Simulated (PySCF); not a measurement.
Two species compared at the same levels of theory.

First species: C₈H₇F₃O.
Z-matrix (Å and degrees, GFN2-xTB geometry), rows numbered from 1:
```
O 
C   1  1.3565
C   2  1.3901  1  122.26
C   3  1.3819  2  120.13  1   179.81
C   4  1.3875  3  120.62  2    -0.13
C   5  1.5072  4  120.32  3   178.26
C   6  1.5190  5  110.23  4   -85.75
F   7  1.3456  6  111.87  5  -179.59
F   7  1.3399  6  112.68  5   -59.91
F   7  1.3408  6  112.61  5    60.84
C   5  1.3897  4  119.05  3     0.33
C  11  1.3796  5  120.72  4    -0.39
H   1  0.9651  2  110.16  3     0.50
H   3  1.0816  2  119.93  1    -0.37
H   4  1.0796  3  119.52  2   179.66
H   6  1.0912  5  111.30  4   155.34
H   6  1.0916  5  111.33  4    33.10
H  11  1.0796  5  119.80  4   179.50
H  12  1.0779  2  118.72  1     0.29
```

Second species: C₆H₁₄P₂S.
InChI=1S/C6H14P2S/c1-5(2)8(7,9)6-3-4-6/h5-6H,3-4,7H2,1-2H3/t8-/m1/s1

Levels: PBE0/pcSseg-1 for dipole moment, HOMO energy, LUMO energy and HOMO–LUMO gap; GFN2-xTB for rotational constant A and rotational constant C. Geometries: GFN2-xTB. Each structure is a single optimised conformer of the isolated species, non-relativistic unless stated. Electronic properties by PySCF.

Dipoles, sizes and rotational constants follow the conformer. The torsions of the flexible species, by atom-mapped SMILES:
- `[OH:1][c:2]1[cH:3][cH:4][c:5]([CH2:6][C:7]([F:8])([F:9])[F:10])[cH:11][cH:12]1`: C4–C5–C6–C7 -86°, C5–C6–C7–F8 180°, H–O1–C2–C3 1°
- `[CH3:1][CH:2]([CH3:3])[P@@:4]([PH2:5])(=[S:6])[CH:7]1[CH2:8][CH2:9]1`: C1–C2–P4–P5 61°, C2–P4–C7–C8 -144°, H–P5–P4–C2 97°, H–P5–P4–C2 -171°

Which of the two has the higher rotational constant A, and by how much?

The first: 2.486 GHz against 1.113 GHz, a difference of 1.373 GHz.

Which of the two has the higher HOMO energy, and by how much?

The second: -6.30 eV against -6.73 eV, a difference of 0.43 eV.

Which of the two has the higher rotational constant C, and by how much?

The second: 0.773 GHz against 0.449 GHz, a difference of 0.324 GHz.

Which of the two has the higher HOMO–LUMO gap, and by how much?

The first: 6.25 eV against 6.01 eV, a difference of 0.24 eV.

Which of the two has the higher dipole moment, and by how much?

The second: 3.60 D against 2.69 D, a difference of 0.91 D.

Which has the higher LUMO energy?

The second: -0.29 eV against -0.48 eV, a difference of 0.19 eV.

On the first: In atomic units the dipole is 1.06 e·bohr (1 au = 2.5417 D).

On the second: A dipole of 3.60 D is allowed in C1, and pure rotational transitions are dipole-allowed. In atomic units the dipole is 1.41 e·bohr (1 au = 2.5417 D).
